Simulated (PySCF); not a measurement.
## Structure revision by computed shifts

A compound C9H14Si gives the data below (simulated from a calculation) and was assigned the structure `C=C(C)[C@@H]1C[SiH2][C@H]1C#CC`.

13C{1H} NMR (computed): δ 229.0 (C), 107.6 (C), 103.3 (C), 100.6 (C), 79.1 (CH2), 38.5 (CH), 23.9 (CH3, 2C), -4.7 (CH3).

1H NMR (400 MHz, computed): δ 5.14 (s, 2H), 4.59 (q, 2H), 2.34 (m, 1H), 1.22 (d, 6H), 0.31 (t, 3H).

[PySCF 2.14: PBE0/pcSseg-1 with gauge-including orbitals; geometry from GFN2-xTB; no solvent model; a single conformation; relativity neglected; equivalent nuclei averaged]

Chemical shifts δ = σref − σ; 1H (σ = 31.72 ppm) and 13C (σ = 186.93 ppm) vs TMS, all at this level.

Q: Compare with the shifts computed for the proposed structure, pairing carbons in order of shift.

A: Atom-mapped SMILES (the numbers label the heavy atoms): `[CH2:1]=[C:2]([CH3:3])[C@@H:4]1[CH2:5][SiH2:6][C@H:7]1[C:8]#[C:9][CH3:10]` (H(Xn): hydrogen on atom n).

```json
{"atom": "C2", "computed for proposal": "170.2", "given list": "229.0", "difference": "-58.8"}
{"atom": "C1", "computed for proposal": "114.4", "given list": "107.6", "difference": "+6.8"}
{"atom": "C8", "computed for proposal": "88.8", "given list": "103.3", "difference": "-14.5"}
{"atom": "C9", "computed for proposal": "85.6", "given list": "100.6", "difference": "-15.0"}
{"atom": "C4", "computed for proposal": "50.5", "given list": "79.1", "difference": "-28.6"}
{"atom": "C7", "computed for proposal": "30.2", "given list": "38.5", "difference": "-8.3"}
{"atom": "C3", "computed for proposal": "29.7", "given list": "23.9", "difference": "+5.8"}
{"atom": "C5", "computed for proposal": "16.7", "given list": "23.9", "difference": "-7.2"}
{"atom": "C10", "computed for proposal": "5.4", "given list": "-4.7", "difference": "+10.1"}
```

The rms difference is 23.6 ppm and the largest -58.8 ppm at C2 (fully substituted alkene carbon). The proposal also would give 9 carbon signals, not 8. The carbon types in order of shift don't match either: C, CH2, C, C, CH, CH, CH3, CH2, CH3 for the proposal against C, C, C, C, CH2, CH, CH3, CH3, CH3 in the data. The proposal doesn't fit.

Q: Which isomer fits?

A: `InChI=1S/C9H14Si/c1-5-9(8(2)3)6-7-10-4/h8H,1,10H2,2-4H3`.

1. Carbon types of the structure: 4 × C, 1 × CH, 1 × CH2, 3 × CH3, leaving 2 H on heteroatoms.
2. δC 229.0: central carbon of an allene; the central sp carbon of an allene is among the most deshielded carbons of hydrocarbons.
3. δC 107.6, 103.3: alkyne carbon.
4. δC 100.6, 79.1: terminal carbon of a cumulated C=C=C unit.
5. δH 2.34: hydrogen on an allylic sp3 CH; allylic position.

Other isomers checked: C=C(C)C1=C[SiH2][C@H]2C[C@@H]1C2 (rms 27.6 ppm).

The data come from this structure; uniqueness wasn't tested.

Shifts are as computed. Against solution values, carbons near 30 ppm lie about +3 ppm off and those near 130 ppm about +5 ppm. Of 1309 compounds with measured shifts, 239 miss one by over three times the rms of a fit or turn the order of signals round; such compounds aren't used in these exercises. Multiplicities follow the n + 1 count of equivalent neighbours, as no J values were calculated; m marks all less simple cases, F and P coupling included.
